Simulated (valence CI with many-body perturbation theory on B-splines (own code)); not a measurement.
## Ta LXIX: fill in the table

Method: valence CI with perturbative core correlation (CI+MBPT): three valence electrons over a frozen Dirac-Fock core [He], radial functions for each j: 11 s, 11 p, 10 d, 8 f, 5 g, 2 h, with the one-electron correlation potential Σ1, the two-electron term Σ2, the three-electron term Σ3, Breit, model QED; selected CI, second order for the rest, scaled by the run's own slope (own B-spline code, finite nucleus).

No measured spectrum was set against this ion. As an estimate, large intervals hold to a few tenths of a per cent, small ones and those within an open d or f shell to about a per cent.

```
                     Level  E (× 10³ cm⁻¹)
        (2s^2 2p1/2) J=1/2            0.00
        (2s 2p1/2^2) J=1/2               ?
        (2s^2 2p3/2) J=3/2           11088
(2s 2p1/2 2p3/2) J=3/2 [a]               ?
    (2s 2p1/2 2p3/2) J=5/2           12918
    (2s 2p1/2 2p3/2) J=1/2           13494
(2s 2p1/2 2p3/2) J=3/2 [b]           13510
     (2p1/2^2 2p3/2) J=3/2           15729
        (2s 2p3/2^2) J=5/2           23824
        (2s 2p3/2^2) J=1/2               ?
        (2s 2p3/2^2) J=3/2               ?
     (2p1/2 2p3/2^2) J=3/2           26425
     (2p1/2 2p3/2^2) J=5/2           26607
     (2p1/2 2p3/2^2) J=1/2               ?
           (2p3/2^3) J=3/2           37857
           (2s^2 3s) J=1/2           83046
        (2s^2 3p1/2) J=1/2               ?
   (2s 2p1/2 3s) J=1/2 [a]           84475
       (2s 2p1/2 3s) J=3/2           84698
   (2s 2p1/2 3s) J=1/2 [b]           84944
```

Levels are named by their leading jj configuration (3d3/2^4 stands for four electrons in 3d with j = 3/2), which in mixed levels can hold well under half, so a name can repeat and another be missing. Letters in brackets count levels of one name in rising energy.

Task: The levels stand in rising order. What does the calculation give for the missing energies?

Result: (2s 2p1/2^2) J=1/2 2136.7; (2s 2p1/2 2p3/2) J=3/2 [a] 12592; (2s 2p3/2^2) J=1/2 24692; (2s 2p3/2^2) J=3/2 24697; (2p1/2 2p3/2^2) J=1/2 27065; (2s^2 3p1/2) J=1/2 83755.
